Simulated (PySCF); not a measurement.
Allyl methyl sulfone, C₄H₈O₂S.
SMILES with atom numbers: `[CH2:1]=[CH:2][CH2:3][S:4]([CH3:5])(=[O:6])=[O:7]` (hydrogens: H8, H9 on C1; H10 on C2; H11, H12 on C3; H13, H14, H15 on C5)

The same species was optimised twice, with GFN2-xTB and with PBE0-D3(BJ)/def2-SVP (PySCF), and the same property calculations (PySCF, gas phase) were run on both structures.

| coordinate | GFN2-xTB | PBE0-D3(BJ)/def2-SVP | change |
| --- | --- | --- | --- |
| S4–C5 (Å) | 1.815 | 1.783 | -0.032 |
| S4=O7 (Å) | 1.436 | 1.462 | +0.026 |
| C3–S4 (Å) | 1.834 | 1.809 | -0.025 |
| S4=O6 (Å) | 1.437 | 1.459 | +0.022 |
| C1=C2 (Å) | 1.322 | 1.334 | +0.012 |
| C2–C3 (Å) | 1.478 | 1.487 | +0.009 |
| C2–C3–S4 (°) | 108.4 | 112.4 | +4.0 |
| O6–S4–O7 (°) | 117.9 | 120.9 | +3.0 |
| C3–S4–O7 (°) | 108.9 | 107.3 | -1.6 |
| C3–S4–O6 (°) | 108.2 | 107.2 | -1.0 |
| C3–S4–C5 (°) | 103.9 | 104.5 | +0.6 |
| C5–S4–O6 (°) | 108.5 | 107.8 | -0.7 |
| C5–S4–O7 (°) | 108.6 | 107.9 | -0.7 |
| C1–C2–C3 (°) | 124.6 | 124.1 | -0.5 |
| C1–C2–C3–S4 (°) | -114 | -118 | -4 |
| C2–C3–S4–C5 (°) | 65 | 66 | +1 |

Rotational constants: A = 3943, B = 1545, C = 1483 MHz (GFN2-xTB) against A = 3938, B = 1491, C = 1453 MHz (PBE0-D3(BJ)/def2-SVP). Point groups within 0.08 Å: C1 and C1.

On the GFN2-xTB structure: lowest singlet, TDDFT (eV) 6.39 [PBE0/def2-SVPD]; isotropic polarisability (au) 75.9 [PBE0/def2-SVPD]; HOMO (eV) -7.92 [PBE0/def2-SVPD]; LUMO (eV) -0.72 [PBE0/def2-SVPD]; dipole (D) 4.81 [PBE0/def2-SVPD].

Q: What do these properties become on the PBE0-D3(BJ)/def2-SVP structure?

A: 
```tsv
property	level	on GFN2-xTB	on PBE0-D3(BJ)/def2-SVP	change
lowest singlet, TDDFT (eV)	PBE0/def2-SVPD	6.39	6.43	+0.04
isotropic polarisability (au)	PBE0/def2-SVPD	75.9	77.2	+1.3
HOMO (eV)	PBE0/def2-SVPD	-7.92	-7.94	-0.02
LUMO (eV)	PBE0/def2-SVPD	-0.72	-0.74	-0.02
dipole (D)	PBE0/def2-SVPD	4.81	4.79	-0.02
energy, GFN2-xTB geometry as zero (kcal/mol)	PBE0/def2-SVPD	0.0	-3.3	-3.3
```

The heavy atoms differ by 0.063 Å rms after alignment. Among bonds between heavy atoms S4–C5 changes most (-0.032 Å). Changes are differences of the printed values. Neither structure is proved a minimum here.

Conformer computed: `[CH2:1]=[CH:2][CH2:3][S:4]([CH3:5])(=[O:6])=[O:7]`: C1–C2–C3–S4 -118°, C2–C3–S4–C5 66°.
